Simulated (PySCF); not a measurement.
1-(chloromethyl)-1-fluorocyclopropane (C₄H₆ClF), SMILES FC1(CCl)CC1. Geometry: PBE0-D3(BJ)/def2-SVP. One conformer was computed; it need not be the lowest.

Computed equilibrium geometry at PBE0-D3(BJ)/def2-SVP (PySCF confirms it by a frequency run) as Cartesian coordinates in Å (one conformer of several):
```xyz
12

F     -0.6072     0.7558     1.3708
C     -0.6502    -0.0973     0.3115
C      0.6545    -0.7881     0.0928
Cl     1.9138     0.3252    -0.5190
C     -1.9405    -0.8188     0.0979
C     -1.5232     0.3039    -0.8220
H      1.0208    -1.2097     1.0390
H      0.5429    -1.5967    -0.6407
H     -1.9195    -1.8476    -0.2716
H     -2.7272    -0.6053     0.8255
H     -1.1936     0.0699    -1.8376
H     -2.0378     1.2609    -0.7110
```
